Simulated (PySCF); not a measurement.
GeF2, SMILES [F][Ge][F] (connectivity only; charge and spin as stated), neutral, multiplicity 1. Atoms are numbered in the order given.

```xyz
3

Ge     0.0000     0.0000     0.4177
F      0.0000    -1.3212    -0.7425
F      0.0000     1.3212    -0.7425
```

Coordinates come from a B3LYP-D3(BJ)/def2-TZVP optimisation. The isomer is the one that the SMILES or the coordinates give; other isomers of the formula were not compared.

All values below come from M06-2X/def2-TZVPD run with PySCF.

ESP charges are fitted to the potential on shells at 1.4 to 2.0 van der Waals radii. Atomic charges (e):

```
atom  ESP fit  meta-Löwdin
----  -------  -----------
Ge1      0.53          ___
F2      -0.27          ___
F3      -0.27          ___
```

Q: What belongs in the gaps? (Estimate from the structure and the level; the computed values follow.)

A: 
- Ge1, meta-Löwdin: 1.07
- F2, meta-Löwdin: -0.53
- F3, meta-Löwdin: -0.53
